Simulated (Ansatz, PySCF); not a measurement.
This Ansatz (a first-principles code) input computes a CCSD(T)/cc-pVDZ energy:

Ansatz 0.2 input:
```yaml
crystal:
  periodic: [false, false, false]
  atoms:
    - {symbol: B, position_ang: [0.61577597, 0.42487701, 0.03058209]}
    - {symbol: N, position_ang: [-0.49557235, -0.32902578, -0.02413851]}
    - {symbol: H, position_ang: [1.77140185, 0.01022503, 0.04350638]}
    - {symbol: H, position_ang: [-1.38127524, 0.16857038, -0.02744730]}
basis:
  gaussian:
    orbitals: cc-pVDZ
total_charge: -1
magnetization: {spin_polarized: true, initial_magnetization: 1}
correlation: {method: ccsd_t, electrons: outside_noble_gas}
```

Q: Write an input for the same energy in PySCF and say what it gives.

A: 
```python
from pyscf import gto, scf, mp, cc as ccmod

mol = gto.M(
    atom='''
    B     0.61577597    0.42487701    0.03058209
    N    -0.49557235   -0.32902578   -0.02413851
    H     1.77140185    0.01022503    0.04350638
    H    -1.38127524    0.16857038   -0.02744730
    ''',
    basis='cc-pvdz',
    charge=-1,
    spin=1,
    verbose=4,
)

mf = scf.UHF(mol)
mf.conv_tol = 1e-10
mf.max_cycle = 100
mf.kernel()
mo, _, stable, _ = mf.stability(return_status=True)
if not stable:
    mf.kernel(mf.make_rdm1(mo, mf.mo_occ))
mp2 = mp.MP2(mf, frozen=2).run()
cc = ccmod.CCSD(mf, frozen=2)
cc.max_cycle = 100
cc.kernel()
et = cc.ccsd_t()
print(f'E(CCSD(T)) = {cc.e_tot + et:.9f}')
```
It gives -80.50684 Eh, and Ansatz -80.50684 Eh, a difference of 0.00 mEh.
